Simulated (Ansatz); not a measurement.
C$_{2}$H$_{7}$BFN (SMILES CN(C)BF), singlet, geometry from GFN2-xTB, with bond 12-6 at 2.4 times its length; SC-NEVPT2/6-31G, CASSCF(2,4) (Ansatz, an electronic-structure program).

Here is a job for Ansatz.
Ansatz 0.2 input:
```yaml
crystal:
  periodic: [false, false, false]
  atoms:
    - {symbol: B, position_ang: [0.35289219, -0.92109293, 0.53448699]}
    - {symbol: H, position_ang: [0.28675516, -1.33363356, 1.62801690]}
    - {symbol: F, position_ang: [0.99046068, -1.66452632, -0.37802504]}
    - {symbol: N, position_ang: [-0.19216122, 0.28829975, 0.14400111]}
    - {symbol: C, position_ang: [-0.11210802, 0.80124372, -1.20736395]}
    - {symbol: C, position_ang: [-0.90147280, 1.17619112, 1.03516186]}
    - {symbol: H, position_ang: [-1.11524947, 0.94686308, -1.61902885]}
    - {symbol: H, position_ang: [0.40915287, 1.76307505, -1.21891173]}
    - {symbol: H, position_ang: [0.42922823, 0.09647472, -1.83211443]}
    - {symbol: H, position_ang: [-0.40242326, 2.14899775, 1.08178065]}
    - {symbol: H, position_ang: [-1.92525051, 1.33362914, 0.68207695]}
    - {symbol: H, position_ang: [-0.98003411, 0.14874387, 3.43039505]}
basis:
  gaussian:
    orbitals: 6-31G
magnetization: {spin_polarized: false}
correlation: {method: sc_nevpt2, electrons: all, active_space: {window: {electrons: 2, orbitals: 4}}}
```

The log (banner, timings and long lists left out):

```
Functional definition: HF
812 factors; integrals over basis functions are off by at most 2.4e-4 eV
mean field evaluation 1: about -7021.9196 eV, gradient 2.9e1 eV
mean field evaluation 2: about -7021.9208 eV, gradient 2.9e1 eV
mean field evaluation 4: about -7024.2889 eV, gradient 3.6e0 eV
mean field evaluation 8: about -7024.3470 eV, gradient 9.3e-2 eV
mean field -7024.34702643 eV, -258.1399919480 hartree, gradient 8.5e-6 eV, S^2 0.000000; 0 other end points of the search recorded, 0 dependent functions left out; unrestricted orbitals would lower it
reference -7024.34702643 eV, -258.1399919480 hartree; 20, 20 occupied and 39, 39 virtual orbitals, 812 factors
state -7027.19966886 eV, -258.2448246237 hartree
state -7027.19966886 eV, -258.2448246237 hartree; corrected -7039.42756034 eV, -258.6941913470 hartree
WARN: 2 active orbitals are nearly empty or full. The corrections depend on them more than the energy does, and are more stable in an active space without them
Total energy: -7039.42756034 eV, -258.6941913470 hartree
```
